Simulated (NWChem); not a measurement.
Molecule: MgNH2Cl; SMILES [NH2][Mg][Cl]

```xyz
5

Mg     0.0000     0.0000    -0.5110
Cl     0.0000     0.0000     1.6979
N      0.0000     0.0000    -2.3930
H      0.0000     0.8195    -2.9903
H      0.0000    -0.8195    -2.9903
```
Atoms are numbered in this order, from 1.

Results from NWChem. Pople sets run with spherical d functions. All runs use the structure optimised with B3LYP/6-31G* (spherical d). Level PBE/6-31G*: energy and gradient on several grids; changes count from the extra-fine grid, which is no exact limit either.

```
grid     size of the energy change (μHa)  largest change of a gradient component (μHa/bohr)
-------  -------------------------------  -------------------------------------------------
xcoarse                             1000                                               2000
coarse                                20                                                100
medium                              < 10                                                 50
fine                                < 10                                               < 30
xfine                               < 10                                               < 30
```
